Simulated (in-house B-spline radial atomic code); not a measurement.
Radial electron density of I8+, [Kr] 4d9. Computed with a radial B-spline atomic code at the basis-set limit: scalar-relativistic (X2C) LC-wPBE, spin-polarised, spherical fractional occupations, Fermi nucleus of rms radius 4.75 fm.

Caution: exact exchange at fractional occupations of open shells leaves self-interaction of up to several eV.

One-electron X2C: radii and densities carry no picture-change correction, so inner-shell <1/r> comes out high (for 1s by about 2 % at Z = 33, 5 % at 54, 10 % at 75, 30 % at 118) and <r> low.

Columns: r (bohr), 4πr²n(r) (electrons per bohr), bar.

```
0.000812    2.072 #
0.000983    2.801 #
 0.00119    3.774 ##
 0.00144    5.062 ###
 0.00175      6.8 ###
 0.00212    9.036 ####
 0.00256    11.86 ######
  0.0031     15.5 ########
 0.00376    20.06 ##########
 0.00455    25.55 #############
 0.00551    32.04 ################
 0.00668    39.43 ####################
 0.00809    47.32 #######################
 0.00979    55.13 ###########################
  0.0119    62.21 ###############################
  0.0144    67.25 #################################
  0.0174    69.51 ##################################
  0.0211    68.62 ##################################
  0.0255    65.22 ################################
  0.0309    61.16 ##############################
  0.0374    59.43 #############################
  0.0453    62.71 ###############################
  0.0549    71.47 ###################################
  0.0665    82.27 #########################################
  0.0805    88.76 ############################################
  0.0975     85.9 ###########################################
   0.118    75.03 #####################################
   0.143    64.68 ################################
   0.173    63.81 ################################
    0.21    71.17 ###################################
   0.254    74.15 #####################################
   0.308    62.54 ###############################
   0.373    41.55 #####################
   0.451     26.4 #############
   0.547    24.12 ############
   0.662    27.34 ##############
   0.802    25.61 #############
   0.971    17.65 #########
    1.18     8.74 ####
    1.42    3.288 ##
    1.73   0.8103 
    2.09   0.1421 
    2.53  0.01491 
    3.07 0.0008293
```

On this grid the curve has 4 maxima, near 0.0174, 0.0805, 0.254, 0.662 bohr.

The 4p up radial function P(r) = rR(r), positive near the nucleus:

```
r (bohr)         P
0.000983  0.001542
 0.00144  0.002871
 0.00212   0.00546
  0.0031   0.01035
 0.00455   0.01976
 0.00668    0.0375
 0.00979   0.06976
  0.0144    0.1264
  0.0211     0.216
  0.0309    0.3386
  0.0453    0.4611
  0.0665    0.4847
  0.0975    0.2584
   0.143   -0.2576
    0.21   -0.7156
   0.308   -0.4633
   0.451    0.5495
   0.662     1.295
   0.971         1
    1.42    0.3467
    2.09   0.04519
    3.07    0.0016
```
